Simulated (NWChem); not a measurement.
System: formamidinium (CH5N2 cation); SMILES [NH2+]=CN

```xyz
8

N     -1.1744     0.0000     0.1820
C      0.0000     0.0000    -0.4179
N      1.1744     0.0000     0.1820
H     -1.2857     0.0000     1.2019
H     -2.0327     0.0000    -0.3766
H      0.0000     0.0000    -1.5215
H      1.2857     0.0000     1.2019
H      2.0327     0.0000    -0.3766
```
Atoms are numbered in this order, from 1.

Program: NWChem. Pople sets run with spherical d functions. STO-3G and 3-21G are far too small for this property and stand as cheap habits. All runs use the structure optimised with PBE-D3(BJ)/def2-SVP. Field at 589 nm.

Question: Order these by “isotropic polarisability (bohr³)”, lowest first: B3LYP/def2-TZVPD; B3LYP/6-31G*; B3LYP/STO-3G.

Answer: B3LYP/STO-3G (15.0), B3LYP/6-31G* (22.4), B3LYP/def2-TZVPD (28.2)
